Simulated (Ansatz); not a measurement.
H7NOSiSn, SMILES `[NH2][SnH2][SiH2]O`, relaxed with RKS PBE-D4/def2-SVP in the Gaussian-basis code of Ansatz from a rough embedded geometry. The force threshold is 0.03 eV/Å; the program also tests the step.

The species carries charge 0 and has multiplicity 1. Sn: def2 effective core potential.

Start:

```xyz
11

N     0.827    1.399   -1.272
Sn   -0.237   -0.288   -1.052
Si   -0.361   -0.785    1.388
O    -1.098    0.425    2.231
H     0.961    1.555   -2.356
H     1.807    1.254   -0.934
H    -1.855   -0.095   -1.682
H     0.542   -1.653   -1.907
H     1.041   -1.055    1.931
H    -1.148   -2.035    1.615
H    -0.478    1.278    2.038
```

(1) How much energy does the relaxation release, and in how many steps? (Estimate.)

(2) Which bonds change most? (Best estimate.)

(3) Give the relaxed structure. (Best estimate.)

## Answers

(1) Computed: 80.20 kJ/mol, in 20 steps.

(2) Computed: N1–Sn2 from 2.007 to 2.141 Å; Sn2–Si3 from 2.493 to 2.604 Å; N1–H5 from 1.103 to 1.030 Å; Sn2–H8 from 1.789 to 1.735 Å.

(3) Computed: 
```xyz
11

N     0.458    1.340   -0.762
Sn   -0.165   -0.683   -1.086
Si   -0.343   -0.878    1.505
O     0.109    0.691    1.827
H    -0.163    2.015   -1.230
H     1.404    1.515   -1.128
H    -1.569   -0.591   -2.100
H     1.106   -1.443   -1.988
H     0.596   -1.914    2.065
H    -1.737   -1.218    1.961
H     0.305    1.166    0.937
```
